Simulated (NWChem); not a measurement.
System: boric acid (H3BO3); SMILES OB(O)O

```xyz
7

O     -1.0724     0.8724     0.0000
B     -0.0342    -0.0038     0.0000
O      1.2444     0.5000     0.0000
O     -0.3495    -1.3323     0.0000
H     -0.7566     1.7804     0.0000
H      1.9455    -0.1551     0.0000
H      0.4027    -1.9267     0.0000
```
Atoms are numbered in this order, from 1.

Structure relaxed at the PBE0/def2-SVP level.

Symmetry labels are those of Cs in the frame above (b1 and b2, or b-type labels, depend on it).

Problem. List the 4 lowest vertical singlet excitations from CAM-B3LYP/def2-SVPD, TDA (NWChem).

Solution. 
| state | energy (eV) | oscillator strength | symmetry | leading excitation (squared amplitude) |
|---|---|---|---|---|
| S1 | 7.70 | 0.000 | a" | HOMO−1 → LUMO (0.85) |
| S2 | 7.86 | 0.002 | a" | HOMO → LUMO (0.83) |
| S3 | 8.33 | 0.028 | a' | HOMO−2 → LUMO (0.93) |
| S4 | 8.91 | 0.059 | a" | HOMO → LUMO+1 (0.78) |
